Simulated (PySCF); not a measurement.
PySCF job for O2P2, SMILES o1p2op12, PBE/pcSseg-2. Coordinates come from a B3LYP-D3(BJ)/def2-SVP optimisation.

```python
import numpy as np
from pyscf import gto, scf, dft
from pyscf.prop.nmr import rks as nmr

mol = gto.M(
    atom='''
    P     0.00000000    0.00000000    1.26084402
    P     0.00000000    0.00000000   -1.26084402
    O     0.00000000   -1.11261891    0.00000000
    O     0.00000000    1.11261891    0.00000000
    ''',
    basis='pcSseg-2',
    charge=0,
    spin=0,
    max_memory=1600,
    verbose=3,
)
mf = dft.RKS(mol, xc='pbe')
mf.grids.level = 3
mf.conv_tol = 1e-10
mf.max_cycle = 100
mf.kernel()
n = nmr.NMR(mf)
n.verbose = 2
n.max_cycle_cphf = 60
sigma = n.kernel()
print('atom   isotropic/ppm   span/ppm')
for i, s in enumerate(sigma):
    w = np.linalg.eigvalsh((s + s.T) / 2)
    print(f'{mol.atom_symbol(i):2s}{i + 1:3d} {w.mean():14.3f} {w[2] - w[0]:11.3f}')
```

It prints:

```
converged SCF energy = -832.81145952841
atom   isotropic/ppm   span/ppm
P   1       -152.264     336.024
P   2       -152.264     336.024
O   3       -164.808     418.815
O   4       -164.808     418.815
```

The run converged.

Cost: about 13 core-seconds (a rough figure).
